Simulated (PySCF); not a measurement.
**33S chemical shifts**

Computational details: coordinates at the GFN2-xTB level, shielding tensors at PBE0/pcSseg-1 (GIAO), in PySCF 2.14.0 with density-fitted response routines (isolated molecule, relativity neglected, single conformer, one averaged value for each set of equivalent atoms).

Shieldings were converted by a linear fit to measured shifts: 33S (scatter 33.3 ppm rms vs sulfate, solution or neat liquid). Occasional misses reach two or three times the rms, and more in compound classes unlike the fitted ones.

Task: Give the 33S shifts of `F[C@H]1CSC(=S)S1`.

Result: 
```json
{"compound": "[F:1][C@H:2]1[CH2:3][S:4][C:5](=[S:6])[S:7]1", "environment": "S6: thione sulfur", "δ (ppm)": "283"}
{"compound": "[F:1][C@H:2]1[CH2:3][S:4][C:5](=[S:6])[S:7]1", "environment": "S7: sulfide sulfur", "δ (ppm)": "5"}
{"compound": "[F:1][C@H:2]1[CH2:3][S:4][C:5](=[S:6])[S:7]1", "environment": "S4: sulfide sulfur", "δ (ppm)": "-70"}
```

Task: Match the shifts 17, -136, -515 ppm to `CC(=O)[C@@H]1C[Si@H]1S[SiH](O)O`, `N#Cc1pcsc1Cl`, `CN(C)c1pc(F)cs1`.

Result: 17: N#Cc1pcsc1Cl (aromatic ring sulfur); -136: CN(C)c1pc(F)cs1 (aromatic ring sulfur); -515: CC(=O)[C@@H]1C[Si@H]1S[SiH](O)O (sulfur bonded to 2 Si).
